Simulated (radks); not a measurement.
Initial-state core-level shifts of the neodymium ion Nd+ when its valence configuration changes from [Xe] 4f4 6s1. Calculated with a radial shooting solver on a logarithmic mesh with Libxc functionals: scalar-relativistic Kohn-Sham, PBE, spin-polarised, spherical densities, finite nucleus; open shells are filled with parallel spins first (spin-orbit coupling, left out, can overturn this in heavy ions); Fermi nuclear charge, rms radius 4.9123 fm. Shifts are changes of the shell-averaged eigenvalues in eV (positive: less bound); the change of the density at the nucleus, which sets a Mossbauer isomer shift, is in e/bohr^3, on a base of 4.724e+05.

| valence | 1s | 3s | 4p | 4d | density at nucleus |
|---|---|---|---|---|---|
| 4f4.5 6s0.5 | +3.387 | +3.961 | +3.776 | +3.670 | -21.96 |
| 4f3 5d1 6s1 | -6.343 | -7.881 | -7.183 | -6.851 | +25.03 |
| 4f2 6s1 6p2 | -21.055 | -24.666 | -22.778 | -22.026 | +69.01 |
| 4f4 5d1 | +1.737 | +1.735 | +1.770 | +1.796 | -25.31 |
| 4f4 5d0.5 6s0.5 | +0.898 | +0.897 | +0.914 | +0.927 | -13.08 |
| 4f3.5 5d1 6s0.5 | -2.023 | -2.726 | -2.416 | -2.253 | -2.38 |
| 4f5 | +5.781 | +6.755 | +6.477 | +6.305 | -38.93 |
| 4f3 6s2 | -8.734 | -10.291 | -9.602 | -9.289 | +56.91 |
| 4f3 6s1 6p1 | -9.733 | -11.299 | -10.604 | -10.288 | +30.28 |
